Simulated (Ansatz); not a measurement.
Consider the formal hydrolysis of a B–Cl bond: `OB([SiH3])Cl` + H₂O → `OB(O)[SiH3]` + HCl.

Calculated with Ansatz (gas phase, PBE0-D4/def2-TZVP geometries, no zero-point term in ΔE). CCSD(T)/CBS is the MP2 limit (def2-TZVPP, def2-QZVPP) plus CCSD(T) − MP2 in def2-TZVPP, frozen cores. This one scheme is used for every species. Functionals use def2-TZVPP. Each species was taken in one conformer, which may not be the lowest.

```csv
level,ΔE (kcal/mol)
BHLYP,-7.5
SCS-MP2/def2-QZVPP,-5.1
```

(1) What does CCSD(T)/CBS give? (Best estimate.)

Largest T1 diagnostic among the species: 0.014.

Results:

(1) Computed: -4.9 kcal/mol. The listed levels differ from it by -2.6, -0.2 kcal/mol.

Leaving LDA and LC-ωPBE aside and taking each functional with its dispersion term where it has one, the values, not all of them listed here, spread over 3.2 kcal/mol, from CAM-B3LYP-D4 to revPBE-D4. LDA lies −1.5 kcal/mol from PBE without D4. At CCSD(T), def2-SVP lies −3.3 kcal/mol from the extrapolated value and def2-TZVPP −1.2 kcal/mol. The D4 term adds +0.8 kcal/mol with B3LYP and +0.4 kcal/mol with PBE0; it sums over pairs of atoms, weighted by their polarisabilities, and B3LYP, whose exchange is more repulsive, gets the larger term.

B3LYP here is the variant with VWN-RPA as its local correlation; programs differ in this.
